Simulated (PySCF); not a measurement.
Species: C6H12O2Si.
Geometry (GFN2-xTB, Å), atoms numbered from 1 in this order:
```
atom  x, y, z in Å
C1    -2.7651    0.2989    0.6261
C2    -1.7631    0.3402   -0.5183
C3    -0.4667   -0.3930   -0.1749
C4     0.4727   -0.4329   -1.3881
O5     1.6568   -1.1577   -1.1342
C6     2.6736   -0.4458   -0.4799
C7     2.3372    0.0037    0.9297
O8     3.2029    0.1929    1.7523
Si9    0.4824    0.3522    1.3051
H10   -3.6907    0.7919    0.3386
H11   -2.9931   -0.7301    0.8938
H12   -2.3647    0.7997    1.5044
H13   -1.5385    1.3798   -0.7675
H14   -2.2111   -0.1198   -1.4040
H15   -0.7205   -1.4339    0.0535
H16    0.7145    0.5886   -1.7183
H17   -0.0087   -0.9562   -2.2216
H18    3.5470   -1.1033   -0.4665
H19    2.9372    0.4659   -1.0457
H20    0.3545    1.8155    1.3203
H21    0.1341   -0.2397    2.5947
```

NICS is the negative of the GIAO shielding at a point without a nucleus: at the ring centre (0) and 1 Å above and below it (1); zz is the component along the ring normal. Level: GIAO PBE0/pcSseg-1 (PySCF, non-relativistic, gas phase) on the GFN2-xTB geometry, one conformer.

Ring bond lengths (Å), with Mayer bond orders in brackets: C3–C4 1.535 (1.01), C4–O5 1.411 (0.92), O5–C6 1.403 (0.94), C6–C7 1.517 (0.92), C7–Si9 1.924 (0.82), Si9–C3 1.910 (0.85).

Question: Give the NICS values of each ring in ppm.

Answer: 
```json
{"ring": "C3–C4–O5–C6–C7–Si9", "type": "6-membered ring with O and Si; formal bonds all single", "NICS(0)": "2.0", "NICS(1), two faces": "-0.3 / -0.7", "NICS(1)zz, two faces": "2.8 / 1.8", "rms pucker (Å)": "0.21", "centre to ring atoms, mean (Å)": "1.56"}
```

Question: What can be read from them?

Answer: 
- C3–C4–O5–C6–C7–Si9: mean NICS(1)zz 2.3 ppm, near zero. C3, C4, C6, Si9 have four or more neighbours; no verdict on aromaticity is drawn.

Question: What field does 9.4 T along the ring normal induce along that normal at the first NICS(1) probe listed for ring C3–C4–O5–C6–C7–Si9, 1 Å off the ring?

Answer: NICSzz × B0 = 2.8 ppm × 9.4 T = 26 μT, along the applied field.
